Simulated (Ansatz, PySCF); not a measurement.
Gas-phase reaction (SMILES): [Cl][Al]([Br])[Br] + F (HF) -> [F][Al]([Br])[Br] + Cl (HCl); hydrogen fluoride cleaves one Al-Cl bond, a model of a ligand-exchange step.

Structures are relaxed separately at B3LYP-D3(BJ)/def2-TZVP in Ansatz (a quantum-chemistry and plane-wave program). Correlated levels leave the core frozen unless marked. Spin-orbit coupling is left out. Frozen are the shells of the preceding noble gas and the d and f shells that filled before the atom's block. No relativistic terms. CBS marks a two-point X^-3 extrapolation of the correlation energy; Hartree-Fock from the larger set. Thermal terms are rigid-rotor harmonic-oscillator values from B3LYP-D3(BJ) frequencies (Ansatz or PySCF) at 298.15 K and 1 atm. 1 Eh = 627.5095 kcal/mol.

```json
[
 {"species": "[Cl][Al]([Br])[Br]", "E, CCSD(T)/CBS(def2-TZVPPD,def2-QZVPPD) (Ansatz) (Eh)": "-5847.36549", "E, wB97M-V/def2-TZVPD (Ansatz) (Eh)": "-5850.85757", "H - E (Eh)": "0.01065"},
 {"species": "F (HF)", "E, CCSD(T)/CBS(def2-TZVPPD,def2-QZVPPD) (Ansatz) (Eh)": "-100.39266", "E, wB97M-V/def2-TZVPD (Ansatz) (Eh)": "-100.46200", "H - E (Eh)": "0.01259"},
 {"species": "[F][Al]([Br])[Br]", "E, CCSD(T)/CBS(def2-TZVPPD,def2-QZVPPD) (Ansatz) (Eh)": "-5487.38591", "E, wB97M-V/def2-TZVPD (Ansatz) (Eh)": "-5490.53656", "H - E (Eh)": "0.01130"},
 {"species": "Cl (HCl)", "E, CCSD(T)/CBS(def2-TZVPPD,def2-QZVPPD) (Ansatz) (Eh)": "-460.37886", "E, wB97M-V/def2-TZVPD (Ansatz) (Eh)": "-460.79070", "H - E (Eh)": "0.01000"}
]
```

### Question
Work out ΔE and ΔH at 298.15 K at the first level, then ΔH at the second.

### Answer

1. ΔE = [(-5487.38591) + (-460.37886)] - [(-5847.36549) + (-100.39266)] = -0.00662 Eh = -4.2 kcal/mol at CCSD(T)/CBS(def2-TZVPPD,def2-QZVPPD).
2. The terms H - E add up to -0.00194 Eh, so ΔH = (-0.00662 + (-0.00194))×627.5095 = -5.4 kcal/mol.
3. At wB97M-V/def2-TZVPD the same steps give ΔE = -4.8 and ΔH = -6.0 kcal/mol, a shift of -0.6 from the first level.
4. These values are not checked against measurement here, since the tables used lack a sound gas-phase enthalpy of formation for at least one species.
